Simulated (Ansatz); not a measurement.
H4OSi (SMILES O[SiH3]) moved off its minimum; all values from Ansatz (a program for electronic structure), cores frozen in correlated methods.
(charge 0, multiplicity 1)
```xyz
6

Si    -0.5374     0.1080    -0.0277
O      1.0984    -0.2150    -0.1089
H     -0.6819     1.5969    -0.0920
H     -1.2226    -0.6910    -0.9532
H     -1.0377    -0.2722     1.3372
H      1.7110     0.0906     0.3903
```

**Question.** Give the forces (eV/Å), the total energy and the dipole at CCSD(T)/aug-cc-pV(T+d)Z.

**Answer.** 
```json
[
 {"atom": "Si1", "Fx": "1.747", "Fy": "1.116", "Fz": "2.360"},
 {"atom": "O2", "Fx": "-6.841", "Fy": "-3.470", "Fz": "-5.607"},
 {"atom": "H3", "Fx": "-0.299", "Fy": "-0.314", "Fz": "-0.371"},
 {"atom": "H4", "Fx": "-0.611", "Fy": "-0.646", "Fz": "-1.308"},
 {"atom": "H5", "Fx": "-0.006", "Fy": "0.040", "Fz": "-0.288"},
 {"atom": "H6", "Fx": "6.010", "Fy": "3.273", "Fz": "5.214"}
]
```
Energy -366.6135 hartree, dipole 0.70 D.
